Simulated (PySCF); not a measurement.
Species: C4H5F2O2S (doublet state).
Z-matrix (Å and degrees, GFN2-xTB geometry), rows numbered from 1:
```
C 
C   1  1.3175
O   2  1.3630  1  125.40
C   3  1.3448  2  117.11  1   156.36
F   4  1.3516  3  115.89  2   -63.10
F   4  1.3354  3  111.68  2   170.93
S   2  1.8548  1  121.40  3   179.86
C   7  1.8487  2   93.11  1   103.16
O   7  1.4551  2  104.99  1    -4.16
H   1  1.0749  2  123.37  3    -2.40
H   1  1.0759  2  117.88  3   178.26
H   8  1.0845  7  108.82  2   -61.55
H   8  1.0838  7  109.27  2    60.32
H   8  1.0851  7  107.24  2   179.57
```

The hyperfine couplings belong to this conformer and change with its torsions.

The species is `C=C(O[C](F)F)[S@](C)=O` [radical].

Method used: PySCF 2.14.0, UKS B3LYP, pcH-1 on C F H O S, non-relativistic, mean-field spin-orbit, GIAO. Isolated species at its GFN2-xTB geometry (one conformer only). A GFN2-xTB geometry isn't a minimum of the functional, and hyperfine couplings can be far from their values at a DFT geometry. No stability test was run, so a lower SCF solution isn't excluded.

(1) Match the computed a_iso(17O) values -20.0, -1.9 MHz with the sites O3; O9.

Results:

(1) 
```json
{"site": "O3", "a_iso (MHz)": "-20.0", "ρ(0) (bohr⁻³)": "+0.0328", "position": "1 bond from C4", "distance from C4 (Å)": "1.34", "spin population": "+0.08", "largest |T| (MHz)": "50.8"}
{"site": "O9", "a_iso (MHz)": "-1.9", "ρ(0) (bohr⁻³)": "+0.0031", "position": "4 bonds from C4", "distance from C4 (Å)": "4.18", "spin population": "+0.03", "largest |T| (MHz)": "10.7"}
```

ρ(0) is the spin density at the nucleus and T the dipolar tensor; a_iso includes a spin–orbit part; entries for several nuclei are means. The Mulliken spin populations are largest on C4 (+0.76) and O3 (+0.08). No atom but C4 exceeds +0.15. The angles at C4 add up to 336.8°, so it is pyramidal.

Nuclei that the bonding pattern makes equivalent are averaged, as if the motion that swaps them (rotation, inversion, ring flip) were fast. The 19F value of +320.3 MHz is a mean of couplings from 286.0 to 354.7 MHz in this one geometry, not an average over conformers.
